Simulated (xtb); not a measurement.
Job for xtb: GFN2-xTB on H2O3Si (SMILES O=[Si](O)O).

```
$ xtb mol.xyz --gfn 2 --sp --chrg 0 --uhf 0
6

Si    -0.00000000     0.26757574    -0.00000000
O     -0.00000000     1.78294173    -0.00000000
O      1.27448975    -0.72756759    -0.00000000
O     -1.27448975    -0.72756759    -0.00000000
H      2.13638503    -0.29759114     0.00000000
H     -2.13638503    -0.29759114     0.00000000
```

It printed:

```
[...]
           -------------------------------------------------
          |                Calculation Setup                |
           -------------------------------------------------



           -------------------------------------------------
          |                 G F N 2 - x T B                 |
           -------------------------------------------------

        Reference                      10.1021/acs.jctc.8b01176
      * Hamiltonian:
        H0-scaling (s, p, d)           1.850000    2.230000    2.230000
        zeta-weighting                 0.500000
      * Dispersion:
        s8                             2.700000
        a1                             0.520000
        a2                             5.000000
        s9                             5.000000
      * Repulsion:
        kExp                           1.500000    1.000000
        rExp                           1.000000
      * Coulomb:
        alpha                          2.000000
        third order                    shell-resolved
        anisotropic                    true
        a3                             3.000000
        a5                             4.000000
        cn-shift                       1.200000
        cn-exp                         4.000000
        max-rad                        5.000000


          ...................................................
          :                      SETUP                      :
          :.................................................:
          :  # basis functions                  24          :
          :  # atomic orbitals                  23          :
          :  # shells                           11          :
          :  # electrons                        24          :
          :  max. iterations                   250          :
          :  Hamiltonian                  GFN2-xTB          :
          :  restarted?                      false          :
          :  GBSA solvation                  false          :
          :  PC potential                    false          :
          :  electronic temp.          300.0000000     K    :
          :  accuracy                    1.0000000          :
          :  -> integral cutoff          0.2500000E+02      :
          :  -> integral neglect         0.1000000E-07      :
          :  -> SCF convergence          0.1000000E-05 Eh   :
          :  -> wf. convergence          0.1000000E-03 e    :
          :  Broyden damping             0.4000000          :
          :  net charge                          0          :
          :  unpaired electrons                  0          :
          ...................................................

 iter      E             dE          RMSdq      gap      omega  full diag
   1    -15.1362827 -0.151363E+02  0.136E+01    7.84       0.0  T
   2    -15.1753663 -0.390836E-01  0.989E+00    6.66       1.0  T
   3    -15.1755082 -0.141872E-03  0.219E+00    6.88       1.0  T
   4    -15.1765938 -0.108556E-02  0.185E+00    6.31       1.0  T
   5    -15.1811202 -0.452648E-02  0.460E-01    6.85       1.0  T
   6    -15.1816052 -0.484972E-03  0.146E-01    6.80       1.0  T
   7    -15.1816075 -0.231868E-05  0.499E-02    6.79       1.0  T
   8    -15.1816168 -0.923988E-05  0.993E-03    6.78       4.1  T
   9    -15.1816168 -0.274878E-07  0.293E-03    6.78      13.9  T
  10    -15.1816168  0.233718E-07  0.224E-03    6.78      18.2  T
  11    -15.1816168 -0.251127E-07  0.410E-04    6.77      99.5  T
  12    -15.1816168 -0.671436E-09  0.975E-05    6.77     418.7  T

   *** convergence criteria satisfied after 12 iterations ***

         #    Occupation            Energy/Eh            Energy/eV
      -------------------------------------------------------------
         1        2.0000           -0.8044220             -21.8894
       ...           ...                  ...                  ...
         6        2.0000           -0.5567209             -15.1491
         7        2.0000           -0.5247580             -14.2794
         8        2.0000           -0.5132349             -13.9658
         9        2.0000           -0.4920157             -13.3884
        10        2.0000           -0.4719963             -12.8437
        11        2.0000           -0.4494034             -12.2289
        12        2.0000           -0.4391929             -11.9510 (HOMO)
        13                         -0.1902197              -5.1761 (LUMO)
        14                         -0.1547374              -4.2106
        15                         -0.0280399              -0.7630
        16                         -0.0045288              -0.1232
        17                          0.0206783               0.5627
       ...                                ...                  ...
        23                          0.9833231              26.7576
      -------------------------------------------------------------
                  HL-Gap            0.2489731 Eh            6.7749 eV
             Fermi-level           -0.3147063 Eh           -8.5636 eV

 SCC (total)                   0 d,  0 h,  0 min,  0.005 sec
 SCC setup                      ...        0 min,  0.000 sec (  2.433%)
 Dispersion                     ...        0 min,  0.000 sec (  1.126%)
 classical contributions        ...        0 min,  0.000 sec (  0.480%)
 integral evaluation            ...        0 min,  0.001 sec ( 13.303%)
 iterations                     ...        0 min,  0.003 sec ( 59.164%)
 molecular gradient             ...        0 min,  0.001 sec ( 19.625%)
 printout                       ...        0 min,  0.000 sec (  3.518%)

         :::::::::::::::::::::::::::::::::::::::::::::::::::::
         ::                     SUMMARY                     ::
         :::::::::::::::::::::::::::::::::::::::::::::::::::::
         :: total energy             -15.086162319407 Eh    ::
         :: gradient norm              0.022205697804 Eh/a0 ::
         :: HOMO-LUMO gap              6.774904191571 eV    ::
         ::.................................................::
         :: SCC energy               -15.181616430781 Eh    ::
         :: -> isotropic ES            0.077171470653 Eh    ::
         :: -> anisotropic ES          0.012565887966 Eh    ::
         :: -> anisotropic XC         -0.011571790234 Eh    ::
         :: -> dispersion             -0.002594954965 Eh    ::
         :: repulsion energy           0.095454111374 Eh    ::
         :: add. restraining           0.000000000000 Eh    ::
         :: total charge              -0.000000000000 e     ::
         :::::::::::::::::::::::::::::::::::::::::::::::::::::

           -------------------------------------------------
          |                Property Printout                |
           -------------------------------------------------

    * Orbital Energies and Occupations

         #    Occupation            Energy/Eh            Energy/eV
      -------------------------------------------------------------
         1        2.0000           -0.8044220             -21.8894
         2        2.0000           -0.7007378             -19.0680
         3        2.0000           -0.6702313             -18.2379
         4        2.0000           -0.6222473             -16.9322
         5        2.0000           -0.5718937             -15.5620
         6        2.0000           -0.5567209             -15.1491
         7        2.0000           -0.5247580             -14.2794
         8        2.0000           -0.5132349             -13.9658
         9        2.0000           -0.4920157             -13.3884
        10        2.0000           -0.4719963             -12.8437
        11        2.0000           -0.4494034             -12.2289
        12        2.0000           -0.4391929             -11.9510 (HOMO)
Note: The following floating-point exceptions are signalling: IEEE_UNDERFLOW_FLAG IEEE_DENORMAL
normal termination of xtb
        13                         -0.1902197              -5.1761 (LUMO)
        14                         -0.1547374              -4.2106
        15                         -0.0280399              -0.7630
        16                         -0.0045288              -0.1232
        17                          0.0206783               0.5627
        18                          0.1011295               2.7519
        19                          0.1206065               3.2819
        20                          0.1503086               4.0901
        21                          0.6561960              17.8560
        22                          0.8637081              23.5027
        23                          0.9833231              26.7576
      -------------------------------------------------------------
                  HL-Gap            0.2489731 Eh            6.7749 eV
             Fermi-level           -0.3147063 Eh           -8.5636 eV

     #   Z          covCN         q      C6AA      α(0)
     1  14 Si       2.330     0.590   173.157    28.489
     2   8 O        0.771    -0.403    21.778     6.255
     3   8 O        1.575    -0.406    21.018     6.186
     4   8 O        1.575    -0.406    21.018     6.186
     5   1 H        0.815     0.313     0.682     1.296
     6   1 H        0.815     0.313     0.682     1.296

 Mol. C6AA /au·bohr⁶  :        782.051264
 Mol. C8AA /au·bohr⁸  :      30676.926501
 Mol. α(0) /au        :         49.708657


Wiberg/Mayer (AO) data.
largest (>0.10) Wiberg bond orders for each atom

 ---------------------------------------------------------------------------
     #   Z sym  total        # sym  WBO       # sym  WBO       # sym  WBO
 ---------------------------------------------------------------------------
     1  14 Si   4.544 --     2 O    2.062     4 O    1.230     3 O    1.230
     2   8 O    2.235 --     1 Si   2.062
     3   8 O    2.254 --     1 Si   1.230     5 H    0.887
     4   8 O    2.254 --     1 Si   1.230     6 H    0.887
     5   1 H    0.902 --     3 O    0.887
     6   1 H    0.902 --     4 O    0.887
 ---------------------------------------------------------------------------

Topologies differ in total number of bonds
Writing topology from bond orders to xtbtopo.mol

molecular dipole:
                 x           y           z       tot (Debye)
 q only:       -0.000      -0.295       0.000
   full:       -0.000      -0.721      -0.000       1.833
molecular quadrupole (traceless):
                xx          xy          yy          xz          yz          zz
 q only:        8.366       0.000      -8.504       0.000       0.000       0.138
  q+dip:       10.400       0.000     -10.849       0.000      -0.000       0.449
   full:       11.340       0.000     -13.843      -0.000      -0.000       2.503


           -------------------------------------------------
          | TOTAL ENERGY              -15.086162319407 Eh   |
          | GRADIENT NORM               0.022205697804 Eh/α |
          | HOMO-LUMO GAP               6.774904191571 eV   |
           -------------------------------------------------

------------------------------------------------------------------------
------------------------------------------------------------------------
 total:
 SCF:
```

The run finished.

Cost: about 0.06 core-seconds (a rough figure).
